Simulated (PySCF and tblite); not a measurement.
The numbers below are computed, except where a source is named.
C₆H₁₁F, numbered as in [F:1][CH:2]1[CH2:3][CH2:4][CH2:5][CH2:6][CH2:7]1.

Free energies: PBE0-D3(BJ)/def2-TZVP on PBE0-D3(BJ)/def2-SVP structures plus GFN2-xTB thermal terms, symmetry and mirror images included. Conformers within 4 kcal/mol (GFN2-xTB free energy) were kept, 7 at most. (PySCF 2.14, tblite 0.8.)

The 6-ring runs over atoms 2–3–4–5–6–7.

| conformer | shape | symmetry | dipole D |
| --- | --- | --- | --- |
| 1 | 6-ring chair (all substituents equatorial) | Cs | 2.04 |
| 2 | 6-ring chair (F1 axial) | Cs | 1.68 |

Q: Which of these conformers is the most populated at 298.15 K, and with what share?

A: Conformer 1, about 63 %. The lead over the next is within the error of the method.

Q: Give the DFT energies and free energies relative to the lowest, and all weights.

A: 
```csv
conformer,shape,E(DFT) kcal/mol,G(298.15 K) kcal/mol,weight %
1,6-ring chair (all substituents equatorial),0.00,0.00,63.1
2,6-ring chair (F1 axial),0.30,0.32,36.9
```

Q: How does its share change from 220 K to 380 K?

A: From 67 % to 61 %; the mixing entropy goes from 1.26 to 1.33 cal/(mol K).
